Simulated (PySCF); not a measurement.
Molfile (atoms numbered from 1):
```
C5H12OSi
     RDKit          3D

 19 19  0  0  0  0  0  0  0  0999 V2000
    3.0124    0.0933    0.2020 C   0  0  0  0  0  0  0  0  0  0  0  0
    1.7746    0.7396    0.1519 O   0  0  0  0  0  0  0  0  0  0  0  0
    0.4954    0.2347   -0.7996 Si  0  0  0  0  0  4  0  0  0  0  0  0
   -0.9591    1.3953   -0.5108 C   0  0  0  0  0  0  0  0  0  0  0  0
   -2.1172    0.4496   -0.1478 C   0  0  0  0  0  0  0  0  0  0  0  0
   -1.5567   -0.7512    0.6239 C   0  0  0  0  0  0  0  0  0  0  0  0
   -0.3648   -1.3234   -0.1615 C   0  0  0  0  0  0  0  0  0  0  0  0
    3.6978    0.6797    0.8336 H   0  0  0  0  0  0  0  0  0  0  0  0
    2.9375   -0.9207    0.6383 H   0  0  0  0  0  0  0  0  0  0  0  0
    3.4744   -0.0040   -0.7988 H   0  0  0  0  0  0  0  0  0  0  0  0
    0.9848    0.1083   -2.2117 H   0  0  0  0  0  0  0  0  0  0  0  0
   -1.1969    2.0675   -1.3482 H   0  0  0  0  0  0  0  0  0  0  0  0
   -0.6905    2.0335    0.3490 H   0  0  0  0  0  0  0  0  0  0  0  0
   -2.9050    0.9637    0.4266 H   0  0  0  0  0  0  0  0  0  0  0  0
   -2.5968    0.0835   -1.0730 H   0  0  0  0  0  0  0  0  0  0  0  0
   -2.3363   -1.5082    0.8099 H   0  0  0  0  0  0  0  0  0  0  0  0
   -1.2106   -0.4092    1.6156 H   0  0  0  0  0  0  0  0  0  0  0  0
    0.2712   -1.9887    0.4426 H   0  0  0  0  0  0  0  0  0  0  0  0
   -0.7229   -1.9166   -1.0218 H   0  0  0  0  0  0  0  0  0  0  0  0
  1  2  1  0
  2  3  1  0
  3  4  1  0
  4  5  1  0
  5  6  1  0
  6  7  1  0
  7  3  1  0
  1  8  1  0
  1  9  1  0
  1 10  1  0
  3 11  1  0
  4 12  1  0
  4 13  1  0
  5 14  1  0
  5 15  1  0
  6 16  1  0
  6 17  1  0
  7 18  1  0
  7 19  1  0
M  END
```

Geometry: PBE0-D3(BJ)/def2-SVP; GIAO shifts from PySCF 2.14.0 with density-fitted response routines, gas phase, non-relativistic, averaged over equivalent atoms.

At KT2/pcSseg-1 (186 basis functions, 34 s wall time on 1 thread of an Arm Neoverse V2, shared host):
| atoms | δ (ppm) |
| --- | --- |
| C1 | 54.9 |
| C5/C6 | 30.1 |
| C4/C7 | 14.1 |
| O2 | 24.8 |
| Si3 | 27.8 |
| H11 | 5.26 |
| H8/H9/H10 | 3.68 |
| H14/H17 | 1.64 |
| H15/H16 | 1.46 |
| H13/H18 | 0.85 |
| H12/H19 | 0.55 |

δ = σ(ref) − σ, references computed at the same level: 13C (183.22 ppm) and 29Si (361.05 ppm) and 1H (31.18 ppm) vs TMS; 17O (330.66 ppm) against H2O.

Problem. Estimate the result of repeating the calculation with PBE0/pcSseg-1.

Solution. 
```tsv
atoms	δ at PBE0/pcSseg-1	change
C1	53.4	-1.5
C5/C6	28.5	-1.6
C4/C7	12.8	-1.3
O2	14.8	-10.0
Si3	28.0	+0.2
H11	5.03	-0.23
H8/H9/H10	3.56	-0.12
H14/H17	1.56	-0.08
H15/H16	1.38	-0.08
H13/H18	0.76	-0.09
H12/H19	0.46	-0.09
```

References, each an isolated molecule treated in the same way: 13C (σref 184.41), 29Si (σref 351.99), 1H (σref 31.27) vs TMS; 17O (σref 334.56) against H2O.

The largest change is at O2 (oxygen bonded to C, Si). Cost: 186 basis functions, 25 s wall time on 1 thread of an Arm Neoverse V2, shared host. The order of the carbon signals is the same at both levels.

Experimental scales use liquid or dissolved standards, which lie at an offset from isolated H2O (liquid H2O: subtract about 36 ppm).
